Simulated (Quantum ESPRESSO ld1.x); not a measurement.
The mean radii <r> (bohr) of the occupied orbitals of an atom or ion are listed with their occupations. All-electron calculation, scalar-relativistic Kohn-Sham, LDA (Slater exchange, Perdew-Wang correlation), spin-polarised, spherical densities, point nucleus. Program: ld1.x of Quantum ESPRESSO 7.5.

| orbital | occ. | <r> |
|---|---|---|
| 1s up | 1 | 0.03266 |
| 1s down | 1 | 0.03266 |
| 2s up | 1 | 0.1421 |
| 2s down | 1 | 0.1421 |
| 2p up | 3 | 0.1238 |
| 2p down | 3 | 0.1238 |
| 3s up | 1 | 0.3913 |
| 3s down | 1 | 0.3911 |
| 3p up | 3 | 0.3909 |
| 3p down | 3 | 0.3907 |
| 3d up | 5 | 0.3703 |
| 3d down | 5 | 0.3700 |
| 4s up | 1 | 0.9592 |
| 4s down | 1 | 0.9569 |
| 4p up | 3 | 1.038 |
| 4p down | 3 | 1.037 |
| 4d up | 4 | 1.252 |

Name the element and its charge. Open shells, if any, are filled with parallel spins first.

Answer. Z = 45, rhodium, charge +5: Rh5+ in [Kr] 4d4. The 1s radius gives Z: for a bare nucleus <r> = (2 gamma + 1)/(2Z) with gamma = sqrt(1 - (Z/c)^2), 0.0321 bohr for Z = 45, and screening makes it slightly larger (0.03266 here). The occupations add up to 40, and the charge is Z minus that.
